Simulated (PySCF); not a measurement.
**Correlation energy of As (arsenic, neutral)**

[Ar] 3d10 4s2 4p3, high-spin 4S determinant. Computed with PySCF 2.14 in cc-pVDZ-DK, with scalar relativity by spin-free X2C-1e. Frozen: [Ar] 3d10; 5 electrons correlated.

MP2 pair energies summed by pair of shells (mhartree):

```tsv
pair	energy	share (%)
4s-4p	-34.76	64.2
4p-4p	-12.17	22.5
4s-4s	-7.21	13.3
```

Total MP2 correlation energy: -54.15 mhartree.

Same-spin part -14.71 and opposite-spin part -39.44 mhartree; SCS-MP2 scales them by 1/3 and 6/5 to -52.23 mhartree.

```json
{"level": "CCSD", "correlation energy (mhartree)": "-68.63"}
{"level": "(T)", "correlation energy (mhartree)": "-0.69"}
{"level": "CCSD(T)", "correlation energy (mhartree)": "-69.32"}
```

Diagnostics: T1 = 0.0025, D1 = 0.0071, largest double amplitude 0.058.

Is a single reference adequate?

Yes, within this model without spin-orbit coupling: T1 lies below 0.03 and no double amplitude reaches 0.07.
